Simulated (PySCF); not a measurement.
Run record: excited-state job, `Cc1cpc(F)cn1`.

Method: TDDFT CAM-B3LYP/def2-SVPD, vertical, gas phase, core orbitals frozen in the response (PySCF 2.14.0, density-fitted response routines). Geometry: GFN2-xTB. A driver script takes a list of jobs; this job's settings line and coordinates (Å) are shown.

Command:
```bash
OMP_NUM_THREADS=1 python probes_run.py task.json out
```

Input:
```
{"job": {"kind": "uv", "xc": "CAM-B3LYP", "basis": "def2-SVPD", "nstates": 8, "ntriplets": 3}, "charge": 0, "multiplicity": 1}
C     -2.009224    -0.515246    -0.263398
C     -0.586447    -0.093303    -0.051315
C     -0.317018     1.137045     0.533762
P      1.256651     1.783331     0.851619
C      2.159562     0.432454     0.221278
F      3.509805     0.522081     0.276463
C      1.616702    -0.712832    -0.323627
N      0.329093    -0.963112    -0.454998
H     -2.026944    -1.495580    -0.729323
H     -2.525266     0.197402    -0.903952
H     -2.537249    -0.558849     0.687248
H     -1.158258     1.755550     0.821153
H      2.284205    -1.488454    -0.682637
```

Output:
```
coarse grid: 12304 points
cycle   1  E = -688.8103324545  dE =  1.478e+00  |g| = 5.244e-01  |ddm| = 7.488e+00
cycle   2  E = -688.7918841217  dE =  1.845e-02  |g| = 6.548e-01  |ddm| = 2.647e+00
cycle   3  E = -688.8708487674  dE = -7.896e-02  |g| = 6.348e-02  |ddm| = 1.650e+00
cycle   4  E = -688.8716239754  dE = -7.752e-04  |g| = 3.277e-02  |ddm| = 1.880e-01
cycle   5  E = -688.8718766996  dE = -2.527e-04  |g| = 9.989e-03  |ddm| = 9.893e-02
cycle   6  E = -688.8718985153  dE = -2.182e-05  |g| = 3.617e-03  |ddm| = 2.815e-02
cycle   7  E = -688.8719017748  dE = -3.259e-06  |g| = 5.141e-04  |ddm| = 1.097e-02
final grid: 117424 points
cycle   8  E = -688.9680911811  dE = -2.913e-05  |g| = 4.034e-03  |ddm| = 7.876e-02
cycle   9  E = -688.9680897723  dE =  1.409e-06  |g| = 5.042e-03  |ddm| = 2.055e-02
cycle  10  E = -688.9680947433  dE = -4.971e-06  |g| = 4.649e-04  |ddm| = 1.037e-02
cycle  11  E = -688.9680947915  dE = -4.820e-08  |g| = 1.987e-04  |ddm| = 1.450e-03
cycle  12  E = -688.9680948015  dE = -9.985e-09  |g| = 7.944e-05  |ddm| = 6.780e-04
cycle  13  E = -688.9680948030  dE = -1.559e-09  |g| = 2.275e-05  |ddm| = 2.258e-04
cycle  14  E = -688.9680948033  dE = -2.601e-10  |g| = 6.956e-06  |ddm| = 1.228e-04
converged SCF energy = -688.9680948033

Static polarisability (au): isotropic 87.639, principal 55.934 95.930 111.053

Singlet excitations
state   eV       nm        f      main configurations
  1   4.2795    289.7   0.00844   H-1->L 0.98
  2   4.5961    269.8   0.04668   H->L 0.83, H-2->L+1 0.10
  3   5.1899    238.9   0.00014   H-1->L+1 0.98
  4   5.4097    229.2   0.04814   H-2->L 0.69, H->L+1 0.22
  5   5.4684    226.7   0.01065   H-3->L 0.97
  6   6.2174    199.4   0.32206   H->L+1 0.55, H-2->L 0.20, H-2->L+1 0.14
  7   6.5928    188.1   0.32711   H-2->L+1 0.68, H->L+1 0.17
  8   6.6310    187.0   0.00021   H-4->L 0.78, H-3->L+1 0.17

Triplet excitations (Tamm-Dancoff, eV): 3.2897 3.6453 3.7369
```

The SCF starts on a coarse grid where the log names one; the energy can jump when the final grid takes over, and dE then counts from the start density on the new grid. H and L stand for HOMO and LUMO; the number after each pair is its weight.

Question: How does the lowest singlet excitation compare with the HOMO–LUMO gap?

Answer: HOMO -8.83 eV and LUMO -1.18 eV give a gap of 7.65 eV; S1 at 4.28 eV lies 3.37 eV below it.

Main results: HOMO -8.83 eV, LUMO -1.18 eV; lowest singlet 4.28 eV; lowest triplet 3.29 eV (Tamm–Dancoff); mean polarisability 87.6 au.

Cost: about 1.8 min of CPU time on one thread (with the writing of density and orbital grids); the machine was shared, so the figure is rough.
Labels such as C1 count atoms from 1, the log's own numbers from 0.
